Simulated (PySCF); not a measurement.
Shapes and spin states of TiI2

Method: PySCF, PBE0, basis Ti def2-SVP, I def2-SVP with ECP28 (scalar-relativistic core potentials, no spin–orbit coupling, density fitting).

Relaxations began from a few typed shapes and spin states; open shells are unrestricted. The search is not exhaustive: other isomers or separated fragments can lie lower, and high-lying points may rest on an excited occupation.

Task: Order these stationary points by electronic energy, lowest first, in kJ/mol from the lowest minimum.
A. singlet (closed shell, unstable to spin polarisation) C2v: Ti–I 2.547 Å (×2); I–Ti–I 132.0°
B. singlet D∞h: Ti–I 2.536 Å (×2); I–Ti–I 180.0°
C. triplet D∞h: Ti–I 2.602 Å (×2); I–Ti–I 180.0°

Result: C (0.0), A (158.6), B (168.3).

Task: Which of them are minima?

Result: By energy in kJ/mol, 0.0: minimum; 158.6: minimum of the closed-shell surface only; 168.3: not settled, its softest mode being under 30 cm⁻¹.

Formally Ti is in oxidation state +2, d2, with 2 unpaired electrons (the high-spin count). The Mulliken spin on Ti is 2.19. The polar-tensor charge on Ti, 1.28, is below the formal one.

For the lowest minimum: with open d or f shells other occupations or spin states may lie lower. Spin–orbit coupling, left out here, can matter for elements this heavy.
